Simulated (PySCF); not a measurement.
# Reading the logs of faulty runs: B2CH5Si cation

These are calculations, not measurements. The program is PySCF 2.14.0, an open-source quantum chemistry code, run on an isolated molecule that a program drew, which may never have been made. The molecule is B2CH5Si cation (charge +1, singlet), drawn as the SMILES string `BC=B[SiH2+]`.

Each row is a Hartree-Fock (HF) and frozen-core CCSD(T) single point in the cc-pV(D+d)Z basis, meant for a local HF minimum. Run 1 is clean. Each other run has one planted mistake out of seven kinds, and not every kind appears here: one electron removed, one electron added, multiplicity raised by two, geometry at a saddle point, minimal basis STO-3G, one bond length entered in bohr, all coordinates scaled. The reference is restricted for singlets and unrestricted otherwise, and also for a bond in bohr. Adding or removing an electron swaps singlet and doublet. Electrons count all cores. HOMO and LUMO are orbital energies over both spins, the gradient is its largest component, and the lowest frequency (negative if imaginary) is given only where the gradient is small. Bond lengths are over the 8 bonds as drawn. T1 is the CCSD diagnostic: over 0.02 (restricted) or 0.045 (unrestricted) a single reference is doubtful.

Geometry of the clean run:
```xyz
9
B2CH5Si cation, angstrom
B    -3.0329    3.1869    0.2565
C    -2.2532    2.5091   -0.9252
B    -1.3326    1.4560   -1.0174
Si   -0.0846    0.0444   -1.2205
H    -2.5369    4.1220    0.8041
H    -4.1121    2.7687    0.5405
H    -2.4821    2.9640   -1.8989
H     0.3823   -0.7227   -0.0659
H     0.4362   -0.3045   -2.5420
```

| run | electrons | basis functions | <S^2> | HOMO (eV) | LUMO (eV) | gradient (hartree/bohr) | lowest frequency (cm^-1) | mean bond (Å) | longest bond (Å) | T1 | HF (hartree) | CCSD(T) (hartree) | mistake |
|---|---|---|---|---|---|---|---|---|---|---|---|---|---|
| 1 | 34 | 90 | 0.000 | -14.00 | -5.62 | 2.0e-05 | 113 | 1.4093 | 1.895 | 0.0217 | -378.72134 | -379.15163 | no fault |
| 2 | 34 | 29 | 0.000 | -12.36 | -2.70 | 3.4e-02 | - | 1.4093 | 1.895 | 0.0178 | -374.35587 | -374.58547 | minimal basis STO-3G |
| 3 | 34 | 90 | 2.019 | -13.15 | -5.92 | 4.2e-02 | - | 1.4093 | 1.895 | 0.0186 | -378.70020 | -379.09301 | multiplicity raised by two |
| 4 | 34 | 90 | 0.000 | -14.23 | -5.59 | 1.9e-02 | - | 1.3726 | 1.846 | 0.0208 | -378.71534 | -379.14179 | all coordinates scaled |
| 5 | 35 | 90 | 0.919 | -7.45 | 1.51 | 1.2e-02 | - | 1.4093 | 1.895 | 0.0307 | -378.96301 | -379.40014 | one electron added |
| 6 | 33 | 90 | 0.756 | -21.65 | -12.15 | 4.6e-02 | - | 1.4093 | 1.895 | 0.0283 | -378.24749 | -378.62711 | ? |

**Which mistake was planted in run 6, and what did it cost?**

It counts 33 electrons, one fewer than the clean run, at the same geometry and basis. So the mistake is: one electron removed. Subtracting run 1 and multiplying by 627.51 kcal/mol a hartree, the energy moved by 297.3 kcal/mol in HF and 329.1 kcal/mol in CCSD(T).

Cautions from the logs. Run 1: T1 is over the limit, so its CCSD(T) energy is less reliable; run 4: T1 is over the limit, so its CCSD(T) energy is less reliable.
